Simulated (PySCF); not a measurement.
Lowest singlet excitation (eV) of eight silicon and germanium compounds: TDA-PBE beside TDA-M06-2X, computed with PySCF for isolated molecules in the bases named; differences from unrounded values. The eight are the first of their class met in an unordered collection, after screening for sound electronic states; none was chosen by its value. Each molecule has one DFT geometry for both levels.

```
molecule                                         basis  TDA-M06-2X  TDA-PBE  difference
-------------------------------------------  ---------  ----------  -------  ----------
GeF2Cl2, SMILES [F][Ge]([F])([Cl])[Cl]       def2-SVPD        6.94     5.48       -1.45
C₄H₃FSi, SMILES C#C[SiH](C#C)F               def2-SVPD        5.44     5.24       -0.20
C₃H₁₁NSi₂, SMILES [C@@H]1([SiH3])CCN1[SiH3]  def2-SVPD        5.52     4.56       -0.96
CH7FOSi2, SMILES C[Si@@H](F)O[SiH3]          def2-SVPD        7.69     6.56       -1.13
Cl2FGeH2N, SMILES [NH2][Ge]([F])([Cl])[Cl]   def2-SVPD        6.71     5.00       -1.71
H7NO2Si2, SMILES N[Si](O)(O)[SiH3]           def2-SVPD        6.56     5.61       -0.95
C5H12Si, SMILES C[C@@H]1C[C@@]1(C)[SiH3]     def2-SVPD        7.25     6.25       -1.00
CH10FNSi3, SMILES F[SiH2]C[SiH2]N[SiH3]      def2-SVPD        6.26     5.32       -0.94
```

TDA-PBE lies below TDA-M06-2X in 8 and above it in 0 of the eight; the mean signed difference is -1.04 and the largest -1.71 eV.
